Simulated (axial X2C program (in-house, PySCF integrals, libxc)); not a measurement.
NWO²⁺: properties at the nuclei

Computed with an axial X2C code built on PySCF integrals: two-component X2C with atomic mean-field Coulomb and Gaunt terms, Gaussian nuclei, basis N dyall-av3z, W dyall-v3z, O dyall-av3z with contracted cores.

N–W–O held linear, with bonds 1.940 and 1.681 Å (a rough geometry, not the PBE0 minimum).

Determinant lowest in the PBE0 search, Ω = 1/2 (⟨Sz⟩ = 0.50, ⟨Lz⟩ = 0.00 at PBE0), spin on the atoms N 1.30, W -1.23, O 0.43:

```tsv
level	Eeff magnitude (GV/cm)	Ws magnitude W (kHz)	A∥/gI N (MHz)	qzz N (a.u.)	A∥/gI W (MHz)	qzz W (a.u.)	A∥/gI O (MHz)	qzz O (a.u.)
PBE0	1.07	6.22	146	-0.17	6440	-7.84	-14	-0.86
HF	2.18	12.2	406	-0.06	8520	-9.48	-30.8	-2.23
B3LYP	2.89	9.3	166	-0.23	5760	-7.88	2.49	-0.80
```

Determinant 0.24 eV from it at PBE0 and this distance, Ω = 5/2 (⟨Sz⟩ = 2.48, ⟨Lz⟩ = 0.02 at PBE0), spin on the atoms N 1.30, W 1.04, O 0.14:

| level | Eeff magnitude (GV/cm) | Ws magnitude W (kHz) | A∥/gI N (MHz) | qzz N (a.u.) | A∥/gI W (MHz) | qzz W (a.u.) | A∥/gI O (MHz) | qzz O (a.u.) |
| --- | --- | --- | --- | --- | --- | --- | --- | --- |
| PBE0 | 22 | 8.43 | 26.1 | -0.22 | -705 | -7.39 | 4.42 | -0.70 |
| HF | 23 | 7.79 | 76.3 | -0.02 | -1340 | -8.98 | 15.4 | -1.96 |
| B3LYP | 20.3 | 7.7 | 32.5 | -0.26 | -579 | -7.63 | 3.37 | -0.67 |

Eeff is the effective electric field on the electron electric dipole moment in this Ω state and Ws the scalar–pseudoscalar constant of the nucleus named (defined with the proton number Z and per Ω); A∥ (defined per Ω) follows by multiplying with gI = μI/(I μN); qzz is the electric field gradient, eQq0 = 234.96 MHz × Q/barn × qzz. The operators were transformed with the bare-nucleus X2C matrices; with these basis sets, hyperfine constants and field gradients can be off by tens of per cent, and where levels differ in sign neither size nor sign is settled.

Question: With gI(183W) = 0.2356 (g factors from the IAEA table of nuclear moments by Stone), turn the PBE0 values of the first state into constants in MHz.

Answer: A∥(183W) = 6440 × 0.2356 = 1520 MHz.

The molecule was held linear; bending was not examined, so a bent shape may lie lower.

Each state is one determinant with collinear spin, which with several unpaired electrons need not be a pure state. Unrestricted Hartree–Fock can overshoot spin polarisation at the nuclei. With several open shells hyperfine constants can be off by a factor of several. Where Eeff spreads by more than a factor of two the levels disagree and none is to be relied on. In the state Ω = 1/2 the atomic spins oppose each other (1.30, -1.23, 0.43): a broken-symmetry determinant whose values are not spin-projected. States lie within half an eV, so the first need not be the ground state. Where a field gradient or hyperfine factor spreads by more than a factor of two over the levels, a constant derived from it is not to be relied on. PBE0 term energies can be off by some tenths of an eV.
